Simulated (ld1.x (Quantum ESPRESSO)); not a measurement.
u(r) = r·R(r): atom against pseudo-atom (cadmium)

Columns: radius, all-electron u(r) and pseudo u(r) of the 4d shell (level -11.73 eV) of cadmium in the configuration [Kr] 4d10 5s2 5p0; PBEsol, scalar-relativistic, PAW scheme, ld1.x (Quantum ESPRESSO) 7.5.

```tsv
r (bohr)	all-electron	pseudo
0.160	0.4274	-0.0040
0.320	0.3089	-0.0303
0.480	-0.2167	-0.0934
0.640	-0.6463	-0.1949
0.800	-0.8736	-0.3226
0.960	-0.9420	-0.4544
1.120	-0.9167	-0.5654
1.280	-0.8454	-0.6354
1.440	-0.7567	-0.6555
1.600	-0.6656	-0.6295
1.760	-0.5794	-0.5718
1.920	-0.5012	-0.5009
2.080	-0.4320	-0.4320
2.240	-0.3715	-0.3715
2.400	-0.3191	-0.3191
2.560	-0.2738	-0.2738
2.720	-0.2349	-0.2349
2.880	-0.2015	-0.2015
3.040	-0.1728	-0.1728
3.200	-0.1481	-0.1481
3.360	-0.1270	-0.1270
3.520	-0.1089	-0.1089
3.680	-0.0933	-0.0933
3.840	-0.0800	-0.0800
4.000	-0.0686	-0.0686
4.160	-0.0588	-0.0588
```

**Question.** How many radial nodes do the two functions have?

**Answer.** The all-electron 4d function has n − l − 1 = 1; the pseudo-wave has 0, since the states of the same l below it are removed with the core.

**Question.** At about which radius was the pseudo-wave matched?

**Answer.** 2.15 bohr. The columns agree to 0.0005 from 1.92 bohr on; several derivatives are matched, so the curves merge somewhat inside the radius.

**Question.** Is the pseudo-wave norm-conserving?

**Answer.** No, it belongs to a PAW set: the norm inside the radius is not constrained, and the difference is carried by the augmentation charge.
